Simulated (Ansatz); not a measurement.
System: PbBr, charge 1, singlet. PbBr+ (SMILES [Br][Pb+]).
B3LYP-D3(BJ)/def2-TZVP minimum from Ansatz (a quantum-chemistry and plane-wave program):
```
Pb
Br 1 2.5116
```
Charge +1, spin multiplicity 1.

Total energies in def2-TZVPP, 10 correlated electrons, 23 frozen orbitals. Open shells are spin-unrestricted; no spin-orbit coupling. Correlated methods leave the cores frozen (noble-gas shells, and filled d and f shells in the p block). Past Kr the def2 sets carry scalar-relativistic core potentials. Spin-orbit terms, left out, reach several kcal/mol for Br and I, and more for heavier atoms. The spin of BrPb+ ([Br][Pb+], singlet) was assumed, and the state is the lowest solution found for it.

| method | program | energy (Eh) | minus CCSDT(Q) (mEh) |
|---|---|---|---|
| HF | Ansatz | -2764.07415 | 239.37 |
| MP2 | Ansatz | -2764.28212 | 31.40 |
| CCSD | Ansatz | -2764.30157 | 11.94 |
| CCSD(T) | Ansatz | -2764.31207 | 1.45 |
| CCSDT(Q) | Ansatz | -2764.31351 | 0.00 |

Rough core times of Ansatz's runs on a shared machine: CCSD(T) under 20 s, CCSDT(Q) 2 min.
